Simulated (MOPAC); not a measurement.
MOPAC input (PM7):

```
PM7 1SCF GEO-OK AUX(PRECISION=9) THREADS=1
H4BN

B    -0.77657967 1    0.03230627 1   -0.00413419 1
N     0.60979542 1   -0.02536793 1    0.00324630 1
H    -1.39837774 1   -0.98543134 1   -0.02544751 1
H    -1.31189213 1    1.09818051 1    0.01101914 1
H     1.19719081 1    0.79223349 1    0.02089926 1
H     1.12740949 1   -0.88893853 1   -0.00852404 1
```

**Question.** What heat of formation does the run end on, and which ionisation energy by Koopmans theorem?

**Answer.** -17.40 kcal/mol; 11.09 eV.
